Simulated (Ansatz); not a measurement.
Basis-set extrapolation for CH$_{6}$AlNO, SMILES `OC[NH][AlH2]` (PBE0-D4/def2-TZVP geometry, frozen core, Ansatz). Multiplicity 1, RHF reference.

```
                      def2-TZVPP   def2-QZVPP
                 HF  -412.686069  -412.701775
    MP2 correlation    -0.710043    -0.761907
CCSD(T) correlation    -0.769818      not run
```

Energies in hartree. Use E(X) = E(∞) + A·exp(−7.88·√X) for Hartree–Fock and E(X) = E(∞) + B·X^(−2.97) for correlation, with X = 3 and 4, and add CCSD(T) minus MP2 of the smaller set to the MP2 limit.

Q: What is the CCSD(T) energy at the basis-set limit?

A: HF limit: -412.701775 + (-0.015706) × 0.13774 = -412.70394. MP2 limit: -0.761907 + (-0.051864) × 0.74074 = -0.80032. Higher-order term: -0.769818 − (-0.710043) = -0.05978. Total: -413.56404 hartree, 2.94 eV below CCSD(T)/def2-TZVPP.
